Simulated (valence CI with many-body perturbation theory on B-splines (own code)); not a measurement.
**Kr23+: electric-dipole lines**

Calculated by valence CI with perturbative core correlation (CI+MBPT): three valence electrons over a frozen Dirac-Fock core [Ne], radial functions for each j: 11 s, 11 p, 10 d, 8 f, 5 g, 2 h, with the one-electron correlation potential Σ1 (screened to all orders), the two-electron term Σ2, the three-electron term Σ3, Breit, model QED; selected single and double excitations, second order for the rest, scaled by the run's own slope (own B-spline code, finite nucleus).

No measured levels were compared; by estimate levels of excited configurations hold to 0.05 to 0.15 % of their energy, terms of the ground configuration to about 0.5 %.

Lines 151 to 200 of 576 in falling wavelength, among levels below 518.88 eV, chosen from the strongest by gf and those to the six lowest levels. Wavelengths and rates use the calculated energies, so an error of 500 cm⁻¹ moves a line at 161.9 Å by 0.081 % and its rate by three times that or more. Electric multipoles are in the length gauge, E1 and E2 with the static RPA response of the core. Weak lines are less certain than strong ones. Lines between different terms over intervals too small for the method are left out, as are lines whose strength nearly cancels. The highest levels of a list are the least certain.

Names give the largest LS component (configuration and term), which can be under half, so a name can repeat, a term be missing and a line seem to break the LS rules; names also repeat where a configuration has a term twice. Letters in brackets count levels of one name in rising energy.

| λ vac (Å) | Upper | Lower | A (s⁻¹) | S (a.u.) with core polarisation | S without |
| --- | --- | --- | --- | --- | --- |
| 161.9 | 3p2 3d 2D_3/2 [c] | 3s 3p 3d 2P°_1/2 [a] | 2.49e+10 | 2.09e-01 | 2.15e-01 |
| 161.9 | 3p2 3d 4D_5/2 | 3s 3p 3d 4F°_7/2 | 1.16e+10 | 1.46e-01 | 1.50e-01 |
| 161.9 | 3p 3d2 4D°_1/2 [c] | 3s 3d2 4F_3/2 | 2.71e+10 | 1.13e-01 | 1.17e-01 |
| 161.5 | 3p2 3d 2D_5/2 [a] | 3s 3p 3d 4D°_7/2 | 1.01e+10 | 1.26e-01 | 1.30e-01 |
| 161.3 | 3p2 3d 2D_5/2 [a] | 3s 3p 3d 4D°_5/2 | 1.03e+10 | 1.28e-01 | 1.32e-01 |
| 161.2 | 3p2 3d 2D_5/2 [b] | 3s 3p 3d 2F°_7/2 [a] | 2.90e+10 | 3.60e-01 | 3.70e-01 |
| 161.2 | 3p 3d2 2G°_9/2 [a] | 3p2 3d 2F_7/2 [b] | 9.16e+09 | 1.89e-01 | 1.94e-01 |
| 161.2 | 3p2 3d 2D_3/2 [a] | 3s 3p 3d 4D°_5/2 | 8.47e+09 | 7.00e-02 | 7.20e-02 |
| 161.1 | 3p 3d2 4G°_7/2 | 3p2 3d 4D_5/2 | 4.04e+09 | 6.66e-02 | 6.84e-02 |
| 160.7 | 3p2 3d 2D_3/2 [b] | 3s 3p 3d 2F°_5/2 [a] | 2.69e+10 | 2.20e-01 | 2.27e-01 |
| 160.7 | 3p 3d2 2F°_5/2 [d] | 3s 3d2 2G_7/2 | 2.96e+10 | 3.63e-01 | 3.74e-01 |
| 160.6 | 3p3 2P°_1/2 | 3s 3p2 2D_3/2 | 3.26e+10 | 1.33e-01 | 1.37e-01 |
| 160.3 | 3p2 3d 4D_7/2 | 3s 3p 3d 4F°_9/2 | 1.25e+10 | 2.03e-01 | 2.09e-01 |
| 160.3 | 3p 3d2 4D°_3/2 | 3s 3d2 4F_5/2 | 1.23e+10 | 9.99e-02 | 1.03e-01 |
| 160.2 | 3p2 3d 2P_3/2 [a] | 3s 3p 3d 4F°_3/2 | 1.11e+10 | 9.01e-02 | 9.27e-02 |
| 160.2 | 3p2 3d 4P_5/2 | 3s 3p 3d 4P°_5/2 | 1.37e+10 | 1.67e-01 | 1.72e-01 |
| 159.9 | 3d3 2P_3/2 | 3p 3d2 2P°_3/2 [b] | 1.69e+10 | 1.36e-01 | 1.40e-01 |
| 159.5 | 3p 3d2 4G°_11/2 | 3p2 3d 2G_9/2 | 4.34e+09 | 1.04e-01 | 1.07e-01 |
| 159.4 | 3p 3d2 2P°_3/2 [b] | 3s 3d2 2D_5/2 | 9.36e+09 | 7.49e-02 | 7.69e-02 |
| 159.2 | 3p 3d2 2G°_7/2 [a] | 3p2 3d 2D_5/2 [a] | 5.30e+09 | 8.45e-02 | 8.68e-02 |
| 158.9 | 3s 3d2 2D_3/2 | 3s 3p 3d 2P°_1/2 [b] | 1.55e+10 | 1.23e-01 | 1.26e-01 |
| 158.5 | 3d3 2D_5/2 [b] | 3p 3d2 2P°_3/2 [c] | 3.81e+10 | 4.49e-01 | 4.61e-01 |
| 158.4 | 3s 3p 3d 2F°_5/2 [b] | 3s2 3d 2D_3/2 | 5.50e+10 | 6.48e-01 | 6.67e-01 |
| 158.0 | 3d3 2D_3/2 [b] | 3p 3d2 2P°_3/2 [c] | 1.50e+10 | 1.17e-01 | 1.20e-01 |
| 157.8 | 3p 3d2 4D°_3/2 | 3p2 3d 2S_1/2 | 8.03e+09 | 6.23e-02 | 6.40e-02 |
| 157.8 | 3p2 3d 4D_1/2 | 3s 3p 3d 4F°_3/2 | 2.46e+10 | 9.56e-02 | 9.84e-02 |
| 157.8 | 3p3 2D°_5/2 | 3s 3p2 4P_3/2 | 6.16e+07 | 7.17e-04 | 7.35e-04 |
| 157.3 | 3p 3d2 2F°_7/2 [c] | 3p2 3d 2D_5/2 [c] | 2.22e+10 | 3.41e-01 | 3.50e-01 |
| 157.1 | 3p 3d2 2G°_7/2 [c] | 3s 3d2 2G_9/2 | 4.53e+09 | 6.94e-02 | 7.13e-02 |
| 157.1 | 3p3 2P°_3/2 | 3s 3p2 2D_5/2 | 1.96e+10 | 1.50e-01 | 1.54e-01 |
| 156.8 | 3p3 2D°_3/2 | 3s 3p2 4P_1/2 | 5.63e+09 | 4.28e-02 | 4.41e-02 |
| 156.7 | 3p 3d2 2G°_7/2 [c] | 3s 3d2 2G_7/2 | 1.23e+10 | 1.88e-01 | 1.93e-01 |
| 156.2 | 3p2 3d 2F_5/2 [b] | 3s 3p 3d 2D°_3/2 | 1.59e+10 | 1.80e-01 | 1.85e-01 |
| 156.0 | 3s 3p 3d 4F°_3/2 | 3s 3p2 4P_5/2 | 1.41e+08 | 1.06e-03 | 1.09e-03 |
| 155.5 | 3p2 3d 4D_7/2 | 3s 3p 3d 4P°_5/2 | 6.37e+09 | 9.47e-02 | 9.74e-02 |
| 155.3 | 3p3 4S°_3/2 | 3s 3p2 4P_3/2 | 2.11e+10 | 1.56e-01 | 1.61e-01 |
| 154.9 | 3s 3p 3d 4P°_5/2 | 3s 3p2 2D_3/2 | 3.35e+08 | 3.68e-03 | 3.79e-03 |
| 154.8 | 3p2 3d 4D_3/2 | 3s 3p 3d 4F°_5/2 | 1.43e+10 | 1.05e-01 | 1.08e-01 |
| 154.7 | 3p2 3d 2F_5/2 [b] | 3s 3p 3d 2F°_5/2 [a] | 7.50e+09 | 8.22e-02 | 8.46e-02 |
| 154.6 | 3p2 3d 2G_9/2 | 3s 3p 3d 4F°_9/2 | 1.25e+10 | 2.28e-01 | 2.34e-01 |
| 154.4 | 3p2 3d 4D_5/2 | 3s 3p 3d 4F°_5/2 | 1.53e+10 | 1.67e-01 | 1.72e-01 |
| 154.3 | 3s 3p 3d 4D°_3/2 | 3s 3p2 2D_3/2 | 1.27e+09 | 9.23e-03 | 9.48e-03 |
| 154.1 | 3d3 2D_3/2 [b] | 3p 3d2 2P°_1/2 [c] | 3.76e+10 | 2.72e-01 | 2.79e-01 |
| 154.0 | 3d3 2F_5/2 | 3p 3d2 2F°_5/2 [d] | 7.37e+09 | 7.96e-02 | 8.18e-02 |
| 153.6 | 3d3 2D_5/2 [a] | 3p 3d2 2D°_5/2 [a] | 4.02e+10 | 4.31e-01 | 4.43e-01 |
| 153.4 | 3d3 4F_5/2 | 3p 3d2 4D°_3/2 | 1.20e+10 | 1.28e-01 | 1.31e-01 |
| 153.1 | 3s 3p 3d 4D°_1/2 | 3s 3p2 2D_3/2 | 1.21e+08 | 4.28e-04 | 4.43e-04 |
| 153.0 | 3d3 2F_7/2 | 3p 3d2 2G°_9/2 [b] | 1.21e+10 | 1.71e-01 | 1.75e-01 |
| 152.8 | 3s 3d2 2D_3/2 | 3s 3p 3d 2F°_5/2 [b] | 2.42e+10 | 1.71e-01 | 1.75e-01 |
| 152.6 | 3s 3p 3d 2P°_3/2 [b] | 3s2 3d 2D_5/2 | 3.61e+10 | 2.54e-01 | 2.61e-01 |
